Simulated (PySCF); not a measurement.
Q: Write Cartesian coordinates for `[CH3][AlH][NH]C` as optimised with PBE0-D3(BJ)/def2-SVP.

A: 
```xyz
12
C2H8AlN angstrom
C      2.216   -0.063    0.302
N      0.803   -0.081    0.596
Al    -0.571    0.084   -0.526
C     -2.391    0.036    0.192
H      2.750    0.767    0.802
H      2.728   -1.000    0.592
H      2.375    0.063   -0.781
H      0.628   -0.199    1.589
H     -0.193    0.271   -2.060
H     -3.152   -0.058   -0.599
H     -2.621    0.957    0.755
H     -2.532   -0.806    0.891
```

Orientation and origin are arbitrary. Atoms count from 1 in this order. N2 (nitrogen bonded to Al, C and H) is planar (angles 128.7°, 119.5° and 111.7°, sum 360.0°, 0.00 Å off the plane of its three neighbours). Al3 (aluminium bonded to C, N and H) is planar (angles 125.2°, 119.0° and 115.8°, sum 360.0°, 0.00 Å off the plane of its three neighbours). The 4 heavy atoms lie in one plane (0.004 Å rms).

Bonds between heavy atoms (Å): C1–N2 1.443, N2–Al3 1.781, Al3–C4 1.957.

Computed, not measured: PySCF, PBE0-D3(BJ)/def2-SVP geometry optimisation, gas phase.

Point group: near Cs, missed by 0.34 Å at most; the miss may be what the optimiser left on a soft mode. Stationary, but not proved a minimum. The numbers are those of one conformer (C1–N2–Al3–C4 -179°).

Hardware: one thread of an Arm Neoverse V2, no GPU, shared host with 96 logical CPUs at a one-minute load of 57. Cost: 14 s of wall time, 0.40 GiB resident at most. This is the geometry optimisation.
